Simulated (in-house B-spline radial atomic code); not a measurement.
Binding energies in neutral bismuth

NIST's tabulated ground configuration is [Xe] 4f14 5d10 6s2 6p3; each binding energy is the energy of the ion with one electron taken from that subshell, relaxed, less that of the parent. Method: Dirac-Kohn-Sham PBE0, spherical fractional occupations, Fermi nucleus of rms radius 5.5211 fm. Calculated with a B-spline radial code for spherical atoms. Energies include first-order Breit, QED and recoil terms.

Caution: exact exchange at fractional occupations of open shells leaves self-interaction of up to several eV.

```json
{"subshell": "1s", "X-ray name": "K", "binding energy (eV)": "90736.5", "-ε (eV)": "90624.0", "relaxation (eV)": "-570.4"}
{"subshell": "2s", "X-ray name": "L1", "binding energy (eV)": "16344.7", "-ε (eV)": "16311.0", "relaxation (eV)": "-99.7"}
{"subshell": "2p1/2", "X-ray name": "L2", "binding energy (eV)": "15737.2", "-ε (eV)": "15669.6", "relaxation (eV)": "-131.5"}
{"subshell": "2p3/2", "X-ray name": "L3", "binding energy (eV)": "13428.4", "-ε (eV)": "13349.3", "relaxation (eV)": "-118.0"}
{"subshell": "3s", "X-ray name": "M1", "binding energy (eV)": "3968.9", "-ε (eV)": "3955.5", "relaxation (eV)": "-27.1"}
{"subshell": "3p1/2", "X-ray name": "M2", "binding energy (eV)": "3681.5", "-ε (eV)": "3664.8", "relaxation (eV)": "-29.6"}
{"subshell": "3p3/2", "X-ray name": "M3", "binding energy (eV)": "3166", "-ε (eV)": "3143.6", "relaxation (eV)": "-29.8"}
{"subshell": "3d3/2", "X-ray name": "M4", "binding energy (eV)": "2698.2", "-ε (eV)": "2666.7", "relaxation (eV)": "-36.4"}
{"subshell": "3d5/2", "X-ray name": "M5", "binding energy (eV)": "2589.8", "-ε (eV)": "2556.4", "relaxation (eV)": "-36.6"}
{"subshell": "4s", "X-ray name": "N1", "binding energy (eV)": "927.1", "-ε (eV)": "918.2", "relaxation (eV)": "-12.1"}
{"subshell": "4p1/2", "X-ray name": "N2", "binding energy (eV)": "800.6", "-ε (eV)": "791.3", "relaxation (eV)": "-12.0"}
{"subshell": "4p3/2", "X-ray name": "N3", "binding energy (eV)": "674", "-ε (eV)": "662.4", "relaxation (eV)": "-12.9"}
{"subshell": "4d3/2", "X-ray name": "N4", "binding energy (eV)": "467.7", "-ε (eV)": "455.5", "relaxation (eV)": "-12.8"}
{"subshell": "4d5/2", "X-ray name": "N5", "binding energy (eV)": "444.3", "-ε (eV)": "431.3", "relaxation (eV)": "-13.1"}
{"subshell": "4f5/2", "X-ray name": "N6", "binding energy (eV)": "175.7", "-ε (eV)": "162.4", "relaxation (eV)": "-13.0"}
{"subshell": "4f7/2", "X-ray name": "N7", "binding energy (eV)": "170.5", "-ε (eV)": "156.9", "relaxation (eV)": "-13.2"}
{"subshell": "5s", "X-ray name": "O1", "binding energy (eV)": "169.9", "-ε (eV)": "163.8", "relaxation (eV)": "-6.6"}
{"subshell": "5p1/2", "X-ray name": "O2", "binding energy (eV)": "125.2", "-ε (eV)": "119.3", "relaxation (eV)": "-6.3"}
{"subshell": "5p3/2", "X-ray name": "O3", "binding energy (eV)": "100.9", "-ε (eV)": "94.4", "relaxation (eV)": "-6.6"}
{"subshell": "5d3/2", "X-ray name": "O4", "binding energy (eV)": "37.26", "-ε (eV)": "31.49", "relaxation (eV)": "-5.74"}
{"subshell": "5d5/2", "X-ray name": "O5", "binding energy (eV)": "34.33", "-ε (eV)": "28.44", "relaxation (eV)": "-5.83"}
{"subshell": "6s", "X-ray name": "P1", "binding energy (eV)": "19.48", "-ε (eV)": "15.88", "relaxation (eV)": "-3.65"}
{"subshell": "6p", "X-ray name": "-", "binding energy (eV)": "8.02", "-ε (eV)": "4.84", "relaxation (eV)": "-3.19"}
```

Relaxation = -ε minus the binding energy without Breit, QED and recoil terms. With a density functional, K lines can miss by some tenths of a per cent, more in light atoms. For a density functional the relaxation so defined is negative, because -ε of a Kohn-Sham level is smaller than the binding energy.

Emission lines follow as differences of binding energies, with λ = 12398.42 eV·Å / E:

| line | holes | energy (eV) | wavelength (Å) |
| --- | --- | --- | --- |
| K-L3 | 1s → 2p3/2 | 77308.1 | 0.16038 |
| K-L2 | 1s → 2p1/2 | 74999.3 | 0.16531 |
| K-M3 | 1s → 3p3/2 | 87570.5 | 0.14158 |
| L3-M5 | 2p3/2 → 3d5/2 | 10838.6 | 1.1439 |
| L2-M4 | 2p1/2 → 3d3/2 | 13039.0 | 0.95087 |
| L1-M3 | 2s → 3p3/2 | 13178.7 | 0.94079 |
| L3-M1 | 2p3/2 → 3s | 9459.5 | 1.3107 |
| L2-N4 | 2p1/2 → 4d3/2 | 15269.5 | 0.81197 |
| M5-N7 | 3d5/2 → 4f7/2 | 2419.3 | 5.1248 |
| M4-N6 | 3d3/2 → 4f5/2 | 2522.5 | 4.9151 |

Problem. What screening constant σ does Moseley's law, E = (3/4)·13.6057 eV·(Z - σ)², need for K-L3?

Solution. σ = -4.04.

Moseley's non-relativistic formula needs a falling, then negative, screening constant for heavy elements, because relativity binds the 1s electron more strongly than the formula allows.

Problem. What does it cost to remove both a 3p3/2 and a 4p1/2 electron?

Solution. 4005.5 eV, which is 38.96 eV more than the two single binding energies together.

Problem. What does it cost to remove both a 1s and a 6p electron?

Solution. 90754 eV, which is 9.118 eV more than the two single binding energies together.

Problem. What does it cost to remove both a 4d3/2 and a 5s electron?

Solution. 657.73 eV, which is 20.21 eV more than the two single binding energies together.
